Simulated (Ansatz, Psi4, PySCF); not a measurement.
C2H3O (SMILES C=C=[OH+]), charge +1, singlet, geometry from GFN2-xTB. Base run: MP2/6-311G** run with PySCF.

The PySCF input:
```python
from pyscf import gto, scf, mp

mol = gto.M(
    atom='''
C    -0.011662   -0.089453   -1.265135
C    -0.007575   -0.000083   -0.007408
H     0.048658    0.768160   -1.928123
H    -0.057038   -1.033270   -1.799776
O     0.100241    0.079345    1.196210
H    -0.678127    0.167568    1.793477
''',
    basis='6-311g**',
    charge=1,
    spin=0,
    verbose=4,
)

mf = scf.RHF(mol)
mf.kernel()

pt = mp.MP2(mf)
pt.kernel()
print('E(MP2) = %.10f' % pt.e_tot)
```

The same geometry, method and basis name were run in Ansatz (an electronic-structure program) and Psi4 and PySCF, at each program's defaults and at the settings that a row names. The base is PySCF at its defaults. Differences at the defaults can come from grids, fitting, cores and function types together.

| code and settings | ΔE vs base (mEh) | basis functions | E (Eh) | SCF cycles |
|---|---|---|---|---|
| PySCF, defaults (exact integrals, spherical functions, all electrons correlated) | 0.000 | 72 | -152.53531 | 11 |
| Psi4, defaults (density fitting with its default set, spherical functions, all electrons correlated) | 0.116 | 72 | -152.53520 | 12 |
| Ansatz, defaults (factorised integrals, spherical functions, frozen core) | 56.457 | 72 | -152.47886 | - |
| PySCF, frozen core | 56.455 | 72 | -152.47886 | 11 |
| Psi4, exact integrals, spherical functions, frozen core | 56.455 | 72 | -152.47886 | 12 |
| Ansatz, high accuracy, frozen core | 56.455 | 72 | -152.47886 | - |
